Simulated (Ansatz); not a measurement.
Relaxation of C₂H₉NO₂Si (15 atoms, charge 0, multiplicity 1), to a largest force component of 0.02 eV/Å in at most 40 steps.

Level of theory: RKS PBE0-D4/STO-3G in Ansatz 0.2.0.

```xyz
15
Properties=species:S:1:pos:R:3
Si 0.000 0.000 0.000
N 0.000 0.000 1.820
C -1.216 -0.376 2.555
H -1.864 -1.000 1.905
H -0.938 -0.953 3.461
H -1.766 0.540 2.855
C 1.216 0.376 2.555
H 1.464 -0.416 3.292
H 2.058 0.494 1.842
H 1.046 1.335 3.087
O 1.584 0.000 -0.559
H 1.901 -0.952 -0.676
O -0.791 1.371 -0.559
H -1.749 1.140 -0.782
H -0.688 -1.191 -0.486
```

Q: Where does it end, and by what steps?

A: It converged. The force dipped under the threshold on the way, but the program's further checks kept it going. Limits of this set-up: minimal basis. After 14 steps the energy has fallen by 0.448 eV; H14 moved furthest, 0.79 Å.

```
step  energy less start (eV)  largest force component (eV/Å)  accepted
   0                  0.0000                           3.226       yes
   1                 -0.2767                           1.264       yes
   2                 -0.3420                           0.267       yes
   3                 -0.3734                           0.850       yes
   4                 -0.4074                           0.453       yes
   5                 -0.4246                           0.162       yes
   6                 -0.4057                           0.518        no
   7                 -0.4359                           0.088       yes
   8                 -0.4403                           0.121       yes
   9                 -0.4452                           0.041       yes
  10                 -0.4468                           0.229       yes
  11                 -0.4478                           0.048       yes
  12                 -0.4445                           0.231        no
  13                 -0.4480                           0.015       yes
  14                 -0.4481                           0.009       yes
```

```xyz
15
Properties=species:S:1:pos:R:3
Si -0.043 -0.068 -0.028
N 0.117 -0.331 1.699
C -1.094 -0.612 2.498
H -1.765 -1.279 1.933
H -0.821 -1.121 3.439
H -1.669 0.296 2.775
C 1.068 0.533 2.434
H 1.392 0.040 3.367
H 1.959 0.706 1.809
H 0.649 1.521 2.711
O 1.483 -0.309 -0.731
H 1.804 -1.178 -0.317
O -0.378 1.522 -0.529
H -1.363 1.649 -0.315
H -1.083 -1.000 -0.435
```

Whether the end is a true minimum wasn't checked by a vibrational analysis.

The run took 45 s on 1 thread of Intel(R) Xeon(R) Platinum 8488C (Sapphire Rapids) (shared host), peak memory 0.17 GiB.
